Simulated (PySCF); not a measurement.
## Correlation energy of As⁺ (arsenic, charge +1)

[Ar] 3d10 4s2 4p2, high-spin 3P determinant. Computed with PySCF 2.14 in cc-pVDZ-DK (5s4p2d, 27 functions), with scalar relativity by spin-free X2C-1e. Frozen: [Ar] 3d10; 4 electrons correlated.

MP2 pair energies summed by pair of shells (mhartree):

```
 pair  energy  share (%)
4s-4p  -25.17       59.8
4s-4s  -12.71       30.2
4p-4p   -4.19       10.0
```

Total MP2 correlation energy: -42.06 mhartree.

Same-spin part -6.95 and opposite-spin part -35.12 mhartree; SCS-MP2 scales them by 1/3 and 6/5 to -44.45 mhartree.

```csv
level,correlation energy (mhartree)
CCSD,-58.35
(T),-0.61
CCSD(T),-58.96
```

Diagnostics: T1 = 0.0064, D1 = 0.0179, largest double amplitude 0.095.

Cost of the coupled-cluster step: 0.08 s of wall time on 1 thread of Neoverse-V2 (shared host), for 4 correlated electrons.

Iterations:

```
CC2 = 0
CCSD nocc = (np.int64(3), np.int64(1)), nmo = (13, 13)
frozen orbitals [[0, 1, 2, 3, 4, 5, 6, 7, 8, 9, 10, 11, 12, 13], [0, 1, 2, 3, 4, 5, 6, 7, 8, 9, 10, 11, 12, 13]]
max_cycle = 100
direct = 0
conv_tol = 1e-08
conv_tol_normt = 1e-06
diis_space = 8
diis_start_cycle = 0
Init t2, MP2 energy = -0.0420606642789304
Init E_corr(UCCSD) = -0.0420606642791031
cycle = 1  E_corr(UCCSD) = -0.0534328202125547  dE = -0.0113721559  norm(t1,t2) = 0.0451573
cycle = 2  E_corr(UCCSD) = -0.056655115136301  dE = -0.00322229492  norm(t1,t2) = 0.0161181
cycle = 3  E_corr(UCCSD) = -0.0583575098375172  dE = -0.0017023947  norm(t1,t2) = 0.00681577
cycle = 4  E_corr(UCCSD) = -0.0583428670548259  dE = 1.46427827e-05  norm(t1,t2) = 0.00109047
cycle = 5  E_corr(UCCSD) = -0.0583519801743818  dE = -9.11311956e-06  norm(t1,t2) = 0.000139821
cycle = 6  E_corr(UCCSD) = -0.0583491428239965  dE = 2.83735039e-06  norm(t1,t2) = 1.67016e-05
cycle = 7  E_corr(UCCSD) = -0.058350123312337  dE = -9.80488341e-07  norm(t1,t2) = 3.00697e-06
cycle = 8  E_corr(UCCSD) = -0.0583498779910823  dE = 2.45321255e-07  norm(t1,t2) = 7.43201e-07
cycle = 9  E_corr(UCCSD) = -0.0583498917273882  dE = -1.37363058e-08  norm(t1,t2) = 1.33162e-07
cycle = 10  E_corr(UCCSD) = -0.0583499115683862  dE = -1.9840998e-08  norm(t1,t2) = 7.87538e-08
cycle = 11  E_corr(UCCSD) = -0.0583499108301732  dE = 7.38212935e-10  norm(t1,t2) = 1.15606e-08
UCCSD converged
E(UCCSD) = -2258.62890655374  E_corr = -0.05834991083017324
UCCSD(T) correction = -0.000609073851845406
```
